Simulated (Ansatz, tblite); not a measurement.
Forces on cis-NiCl2(PH3)2 (NiP2H6Cl2) at its B3LYP-D4/def2-SVP geometry. The state is a singlet with charge 0.

The xTB rows come from tblite. The order of the spin states hangs on the level: the triplet lies 0.18 eV below the singlet at PBE0-D4/def2-TZVP, but 1.04 eV above it at GFN2-xTB.

GFN2-xTB (tblite), largest force 1.00 eV/Å:

```xyz
11
positions Å, forces eV/Å
Ni   -0.242    0.197    0.910   -0.143    0.117    0.538
Cl   -0.158    2.067    2.060    0.020   -0.768   -0.645
Cl   -1.055   -1.076    2.504    0.368    0.451   -0.817
P    -0.350   -1.685   -0.172   -0.167   -0.286    0.307
H     0.055   -1.803   -1.538   -0.205   -0.132    0.548
H    -1.630   -2.274   -0.274    0.710    0.079   -0.003
H     0.392   -2.759    0.367   -0.482    0.365   -0.381
P     0.562    1.512   -0.624    0.029    0.399    0.211
H     1.789    2.144   -0.325   -0.628   -0.146   -0.309
H    -0.232    2.629   -0.967    0.565   -0.432    0.070
H     0.869    1.048   -1.941   -0.067    0.355    0.479
```

PBE-D4/def2-TZVP (Ansatz), largest force 0.60 eV/Å:

```
Ni 0.127 -0.104 -0.478
Cl 0.030 -0.102 -0.170
Cl 0.066 0.024 -0.188
P 0.015 0.497 0.330
H 0.012 0.041 -0.007
H -0.056 -0.024 0.008
H 0.027 -0.044 0.034
P -0.221 -0.328 0.447
H 0.048 0.031 0.024
H -0.035 0.051 -0.003
H -0.011 -0.041 0.004
```

r2SCAN-D4/def2-TZVP (Ansatz), largest force 0.43 eV/Å:

```
Ni 0.107 -0.087 -0.403
Cl 0.019 -0.205 -0.215
Cl 0.107 0.103 -0.259
P 0.003 0.250 0.181
H -0.047 0.066 0.198
H 0.138 0.083 0.034
H -0.085 0.137 -0.037
P -0.114 -0.159 0.239
H -0.146 -0.077 -0.006
H 0.078 -0.131 0.065
H -0.060 0.021 0.204
```
